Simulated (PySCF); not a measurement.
Si(OSiH3)(F)3 (F3H3OSi2), SMILES F[Si](F)(F)O[SiH3].

Geometry: B3LYP-D3(BJ)/def2-SVP. Other conformers were not sampled.

These are PBE0/def2-TZVP (PySCF) values and carry that method's errors.

Gas-phase values at a fixed geometry.

**Question.** Estimate the frontier levels, gap, dipole moment and polarisability. (An estimate is asked for; the answer gives what the named calculation found.)

**Answer.** 
```yaml
highest_occupied_level: -9.73 eV
lowest_empty_level: -0.48 eV
orbital_gap: 9.25 eV
dipole_moment: 0.476 e·Å
quadrupole, principal values (traceless, Buckingham form, about the centre of nuclear charge): -1.96, -1.89, 3.85 D·Å
mean_static_polarisability: 47.8 bohr³ (7.08 Å³)
polarisability_principal_values: 45.1, 45.2, 52.9 bohr³
```
